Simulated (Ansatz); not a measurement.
`BC(O)[SiH3]`. Charge 0, multiplicity 1. The structure was optimised at the PBE0-D4/def2-TZVP level. It is one conformer, not always the lowest.

```xyz
11

B    -0.581    1.227   -0.663
C     0.345    0.609    0.365
O    -0.033    0.702    1.718
Si    0.097   -1.203   -0.320
H    -0.201    1.261   -1.800
H    -1.695    1.554   -0.384
H     1.417    0.781    0.193
H     0.509    0.106    2.241
H     0.401   -2.079    0.844
H    -1.297   -1.473   -0.762
H     1.038   -1.485   -1.431
```

Problem. What is the dipole moment at r2SCAN/def2-TZVPP? (An estimate is asked.)

Solution. The calculation gave: 2.11 D, with components (1.68, -1.24, 0.32) D in this frame, pointing from negative to positive charge.

Problem. And with PBE, B3LYP, ωB97M-V? (Estimate.)

Solution. Ansatz gave: PBE 2.15 D, B3LYP 2.09 D, ωB97M-V 2.08 D.

Problem. Give the Mulliken charges with r2SCAN, ωB97M-V, PBE in def2-TZVPP. (Best estimate.)

Solution. The calculation gave: 
| atom | r2SCAN | ωB97M-V | PBE |
| --- | --- | --- | --- |
| B1 | -0.10 | -0.27 | -0.17 |
| C2 | 0.05 | -0.02 | 0.06 |
| O3 | -0.33 | -0.29 | -0.27 |
| Si4 | 0.24 | 0.13 | 0.16 |
| H5 | 0.02 | 0.09 | 0.03 |
| H6 | 0.01 | 0.09 | 0.03 |
| H7 | 0.09 | 0.14 | 0.11 |
| H8 | 0.20 | 0.17 | 0.18 |
| H9 | -0.07 | -0.02 | -0.05 |
| H10 | -0.05 | 0.00 | -0.03 |
| H11 | -0.06 | -0.02 | -0.04 |

B3LYP here is the variant with VWN-RPA as its local correlation; programs differ in this.
